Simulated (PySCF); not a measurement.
B3LYP on C⁻ (carbon, charge -1), [He] 2s2 2p3, high-spin 4S determinant. Computed with PySCF 2.14 in aug-cc-pVDZ-DK (4s3p2d, 23 functions), with the spin-free X2C one-electron Hamiltonian (Gaussian nucleus).

```
cycle= 1 E= -37.919628263163  delta_E= -0.00418  |g|= 0.011  |ddm|= 0.269
cycle= 2 E= -37.9195734571438  delta_E= 5.48e-05  |g|= 0.013  |ddm|= 0.0588
cycle= 3 E= -37.9197285671075  delta_E= -0.000155  |g|= 0.00197  |ddm|= 0.0362
cycle= 4 E= -37.9197319744637  delta_E= -3.41e-06  |g|= 4.55e-05  |ddm|= 0.00484
cycle= 5 E= -37.9197319787485  delta_E= -4.28e-09  |g|= 9.87e-06  |ddm|= 0.00026
cycle= 6 E= -37.9197319788414  delta_E= -9.29e-11  |g|= 6.55e-07  |ddm|= 3.39e-05
converged SCF energy = -37.9197319788414  <S^2> = 3.75406  2S+1 = 4.0020295
```

Highest occupied orbital energy: 1.215 eV; ⟨L²⟩ = 0.00; populations by l: s 4.00, p 3.00, d 0.00.

Can this result be used?

With care. The calculation finished and met its thresholds. At B3LYP the highest occupied level has a positive energy, so only the finite basis holds that electron; in a semilocal or global hybrid functional this comes from self-interaction and does not mean that the real anion is unbound.
